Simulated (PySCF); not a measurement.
## Correlation energy of P⁺ (phosphorus, charge +1)

[Ne] 3s2 3p2, high-spin 3P determinant. All numbers are calculated (PySCF 2.14, the non-relativistic Hamiltonian (point nucleus), in def2-QZVPPD (10s6p5d2f1g, 76 functions)). Frozen: 1s2; 12 electrons correlated.

MP2 pair energies summed by pair of shells (mhartree):

| pair | energy | share (%) |
| --- | --- | --- |
| 2p-2p | -115.19 | 45.2 |
| 3s-3p | -42.03 | 16.5 |
| 2s-2p | -32.49 | 12.8 |
| 2p-3s | -18.37 | 7.2 |
| 3s-3s | -18.33 | 7.2 |
| 2p-3p | -11.43 | 4.5 |
| 3p-3p | -6.76 | 2.7 |
| 2s-2s | -5.96 | 2.3 |
| 2s-3s | -2.16 | 0.8 |
| 2s-3p | -1.91 | 0.7 |

Total MP2 correlation energy: -254.63 mhartree.

Same-spin part -68.24 and opposite-spin part -186.39 mhartree; SCS-MP2 scales them by 1/3 and 6/5 to -246.41 mhartree.

This basis was not built for core-valence correlation, so the inner-shell part is incomplete.
